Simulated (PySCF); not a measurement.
**Ionisation energy of Ce⁴⁰⁺ by level of theory**

Ce⁴⁰⁺ [Ar] (1S) → Ce⁴¹⁺ [Ne] 3s2 3p5 (2P), as a difference of total energies. Computed with PySCF 2.14 in an uncontracted even-tempered set (16 s from 7.7 bohr⁻², ratio 2.5; 10 p from 10 bohr⁻², ratio 2.5; 4 d from 44 bohr⁻², ratio 2.7; 4 f from 66 bohr⁻², ratio 2.7), with no relativity, point nucleus. Correlated levels: outer shells: 1s2 frozen; virtual orbitals above 40 to 60 times the deepest correlated orbital energy dropped. The calculations carry no spin-orbit coupling.

```csv
method,ionisation energy (eV)
UHF,3064.1
LDA,3065.3
PBE,3065.6
PBE0,3065.8
r2SCAN,3066.4
TPSS,3065.6
M06,3066.5
MP2 (outer shells),3064.9
SCS-MP2 (outer shells),3064.8
```

A first-order spin-orbit estimate (lowest level to lowest level, LS coupling) adds -27.478 eV.

The gap to the reference is mostly relativistic.

For comparison: 3087 ± 4 eV (theoretical estimate listed by NIST; NIST Atomic Spectra Database, ionization energies).
